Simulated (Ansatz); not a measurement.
Program: Ansatz. Geometries: PBE0-D4/def2-TZVP. ΔE: electronic, gas phase. CCSD(T)/CBS is the MP2 limit (def2-TZVPP, def2-QZVPP) plus CCSD(T) − MP2 in def2-TZVPP, frozen cores. Double bonds are as drawn, so ΔE can hold a change between cis and trans. Functionals use def2-TZVPP. B3LYP here is the variant with VWN-RPA as its local correlation; programs differ in this. Each species was taken in one conformer, which may not be the lowest.

Reaction (ligand exchange at the Al–N bond): `[AlH2][NH][Si]1(Cl)CO1` + `C/C=C/S` → `C/C=C\[S][AlH2]` + `N[Si]1(Cl)CO1`

```tsv
level	ΔE (kJ/mol)	difference from CCSD(T)/CBS
PBE-D4	-17.1	-7.3
r2SCAN-D4	-15.8	-6.0
PBE0-D4	-19.4	-9.6
B3LYP-D4	-1.0	8.8
ωB97X-V	-9.4	0.4
ωB97M-V	-12.0	-2.2
B2PLYP	-0.6	9.2
PBE	-13.7	-3.9
r2SCAN	-15.2	-5.4
PBE0	-16.6	-6.8
B3LYP	4.8	14.6
HF/def2-TZVPP	10.9	20.7
MP2/def2-TZVPP	-12.4	-2.6
SCS-MP2/def2-TZVPP	-3.2	6.6
CCSD/def2-TZVPP	-1.0	8.8
CCSD(T)/def2-TZVPP	-4.9	4.9
HF/def2-QZVPP	12.0	21.8
MP2/def2-QZVPP	-14.7	-4.9
SCS-MP2/def2-QZVPP	-5.6	4.2
HF/CBS(def2)	12.2	22.0
MP2/CBS(def2)	-17.2	-7.4
CCSD/CBS(def2)	-5.8	4.0
CCSD(T)/CBS	-9.8	0
```

Largest T1 diagnostic among the species: 0.012.

In def2-TZVPP, CCSD(T) changes the Hartree–Fock value by −15.8 kJ/mol (the triples alone add −4.0 kJ/mol) and MP2 by −23.2 kJ/mol. The D4 term adds −5.8 kJ/mol with B3LYP and −2.8 kJ/mol with PBE0; it sums over pairs of atoms, weighted by their polarisabilities, and B3LYP, whose exchange is more repulsive, gets the larger term.
